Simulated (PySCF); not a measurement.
Ligands exchanged one at a time, Al H-CH3. Gas-phase values, no solvent. Strings in code marks are SMILES.

The brightest of the four lowest singlets (TDA) from two functionals at the same geometries (M06-2X/def2-TZVP), both in PySCF: PBE-D3(BJ)/def2-TZVP and B3LYP-D3(BJ)/def2-TZVP. B3LYP has the VWN-RPA correlation part, as in Gaussian. Excitations are Tamm–Dancoff values on a coarser integration grid. The basis has no diffuse functions, so Rydberg states are missing or too high.

```json
[
 {"species": "1 of 3 H replaced by CH3", "PBE-D3(BJ)/def2-TZVP (eV)": "7.09", "B3LYP-D3(BJ)/def2-TZVP (eV)": "7.40"},
 {"species": "2 of 3 H replaced by CH3 (`[CH3][AlH][CH3]`)", "PBE-D3(BJ)/def2-TZVP (eV)": "6.53", "B3LYP-D3(BJ)/def2-TZVP (eV)": "6.90"},
 {"species": "3 of 3 H replaced by CH3 (`[CH3][Al]([CH3])[CH3]`)", "PBE-D3(BJ)/def2-TZVP (eV)": "6.09", "B3LYP-D3(BJ)/def2-TZVP (eV)": "6.53"}
]
```

Over these rows, drawn at random from the members with no instability flagged (it was tested for open shells, ions and some series alone), PBE minus B3LYP-D3(BJ): mean -0.37 eV, from -0.44 eV to -0.31 eV.
